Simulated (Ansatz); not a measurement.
Calculated with Ansatz (gas phase, PBE0-D4/def2-TZVP geometries, no zero-point term in ΔE). CCSD(T)/CBS adds triple-zeta CCSD(T) − MP2 to the extrapolated MP2 energy (def2 sets, frozen cores). Functionals use def2-TZVPP. B3LYP here is the variant with VWN-RPA as its local correlation; programs differ in this. For Ge outer-core shells are correlated without core-valence functions, which leaves a few kJ/mol of doubt a bond. Scalar relativity is left out up to krypton. One conformer a species, not always the lowest.

Consider the substitution at a C–Ge bond: `F[CH2][GeH]1[O][SiH2]1` + `NCF` → `FCNCF` + `[O]1[SiH2][GeH2]1`.

Task: Is it downhill or uphill in electronic energy at CCSD(T)/CBS, and by how much? (Best estimate.)

Result: Ansatz gave: Uphill: ΔE = +9.2 kJ/mol.

Task: What do these levels give: r2SCAN-D4, PBE0-D4, B3LYP-D4, ωB97X-V, PBE, r2SCAN, B3LYP, MP2/def2-TZVPP, CCSD/def2-TZVPP, HF/def2-QZVPP, MP2/def2-QZVPP, HF/CBS(def2)? (Estimate.)

Result: Ansatz gave: r2SCAN-D4 5.6, PBE0-D4 4.6, B3LYP-D4 6.1, ωB97X-V 2.0, PBE 7.3, r2SCAN 5.4, B3LYP 5.6, MP2/def2-TZVPP 8.4, CCSD/def2-TZVPP 5.6, HF/def2-QZVPP -3.8, MP2/def2-QZVPP 9.9, HF/CBS(def2) -3.8 kJ/mol.

Largest T1 diagnostic among the species: 0.014.

In def2-TZVPP, CCSD(T) changes the Hartree–Fock value by +9.9 kJ/mol (the triples alone add +0.8 kJ/mol) and MP2 by +11.9 kJ/mol. From PBE to PBE0 (25 % exact exchange), in def2-TZVPP and without D4, ΔE moves by −3.1 kJ/mol.
